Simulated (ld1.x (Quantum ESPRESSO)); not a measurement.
Scattering properties, PAW potential for V (Z = 23)

- Element: V (Z = 23)
- Generator: ld1.x (Quantum ESPRESSO) 7.5
- Type: PAW
- Functional: PBEsol
- Relativity: scalar-relativistic
- Frozen core: [Ar]
- Valence charge: 5
- Reference configuration: 3d4 4s1 4p0
- Partial waves: 4s (bound): rcut 2.10, rcutus 2.85 bohr; 4s channel at 1.85 Ry: rcut 2.10, rcutus 2.85 bohr; 4p (bound, empty): rcut 3.65, rcutus 4.70 bohr; 4p channel at 1.95 Ry: rcut 3.65, rcutus 4.70 bohr; 3d (bound): rcut 0.95, rcutus 1.05 bohr; 3d channel at 0.15 Ry: rcut 0.95, rcutus 1.05 bohr
- Local potential: all-electron potential smoothed inside 3.95 bohr (lloc = -1)
- Core correction: a·sin(br)/r model core, default radius (core density twice the valence density)
- Augmentation charge: BESSEL, radius 0.90 bohr

The phase is arctan(r·u′/u) with u = r·R(r), unwrapped; energies in Ry, scanned from -2 to 5 Ry. A pole is an energy at which the radial function vanishes at the test radius. The pseudo phase is shifted by a multiple of π to meet the all-electron one at the reference energy, and phase errors are pseudo minus all-electron; the curves can meet again beyond the range given. Levels narrower than the energy grid can be missing from the lists of poles.

| channel | radius (bohr) | reference energy (Ry) | poles, all-electron | poles, pseudo | unbroken range about the reference energy with phases within 0.05 rad | phase error 1 Ry above the reference energy (rad) |
| --- | --- | --- | --- | --- | --- | --- |
| s | 5.12 | -0.29 | -0.14, 1.56, 4.30 | -0.14, 1.56, 4.30 | the whole range | +0.001 |
| p | 5.12 | -0.08 | 0.23, 2.00, 4.78 | 0.23, 2.00, 4.05 | below 0.8 | -0.189 |
| d | 5.12 | -0.18 | -0.16, 0.93, 2.83 | -0.16, 0.93, 2.92 | below 1.6 | +0.001 |

Phases in the d channel:

```tsv
E (Ry)	all-electron	pseudo
-2.00	1.434	1.434
-1.76	1.425	1.425
-1.52	1.415	1.415
-1.28	1.401	1.401
-1.04	1.383	1.383
-0.80	1.358	1.358
-0.56	1.317	1.317
-0.32	1.222	1.222
-0.08	-1.867	-1.867
0.16	-2.241	-2.241
0.40	-3.835	-3.835
0.64	-4.521	-4.521
0.88	-4.690	-4.689
1.12	-4.789	-4.787
1.36	-4.902	-4.896
1.60	-5.185	-5.152
1.84	-6.923	-6.740
2.08	-7.604	-7.571
2.32	-7.742	-7.726
2.56	-7.806	-7.794
2.80	-7.850	-7.837
3.04	-7.887	-7.871
3.28	-7.927	-7.905
3.52	-7.983	-7.944
3.76	-8.097	-8.003
4.00	-8.608	-8.127
4.24	-10.493	-8.676
4.48	-10.801	-10.455
4.72	-10.889	-10.778
4.96	-10.934	-10.872
```
